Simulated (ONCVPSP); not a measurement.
## palladium (Pd), ONCV: configuration errors across variants

palladium (Pd), optimised norm-conserving Vanderbilt (ONCV), made with ONCVPSP 4.0.1 (PBEsol, scalar-relativistic). Core [Ar] 3d10, reference 4s2 4p6 4d10. Waves: 4s: rc 1.45 bohr, ncon 4, nbas 7, qcut 9.3 1/bohr, 2 projectors, debl 1.9 Ha; 4p: rc 1.60 bohr, ncon 3, nbas 6, qcut 7.2 1/bohr, 2 projectors, debl 3.8 Ha; 4d: rc 1.70 bohr, ncon 5, nbas 10, qcut 11.1 1/bohr, 3 projectors, debl 2 Ha. Local part: polynomial inside 1.00 bohr (lpopt 5, dvloc0 1 Ha). Core correction: Teter function, fcfact 3.75, rcfact 1.2.

In the s channel the program set the typed energies aside and used -3.133, 0.250 Ha.

All-electron excitation energies from the reference (eV): (1) 4s2 4p6 4d9 9.121; (2) 4s2 4p6 4d8 29.939; (3) 4s2 4p6 4d9.5 3.236.

1 further variants failed, have other tests or another functional or relativity, and are left out.

A true bound ghost makes a file unfit for plane-wave use even where its test errors are small: the radial tests pick states by their node count and pass the ghost by.

Errors AE − PS in meV (a dash: test not solved or not reliable):

```csv
change,(1),(2),(3),bound ghosts,GHOST(+) flags above zero
base,+0.1,-1.4,+0.3,none,s
"core correction Teter function, fcfact 3.2, rcfact 1.2",+0.1,-1.4,+0.3,none,s
d: rc 2.16,+0.3,+6.4,+0.1,none,s
s: rc 1.42,+0.1,-1.4,+0.3,none,s
s: qcut 12.3; p: qcut 9.5; d: qcut 14.7,-0.5,-7.0,+0.1,"s, d",none
s: nbas 8,+0.1,-1.4,+0.3,none,s
"p: ncon 4, nbas 7",+0.1,-1.4,+0.3,none,s
```

Question: Give the same row for: local potential polynomial inside 1.00 bohr (lpopt 5, dvloc0 4.5 Ha).

Answer: +0.1, -1.2, +0.3; bound ghosts: none; GHOST(+) flags above zero: s.
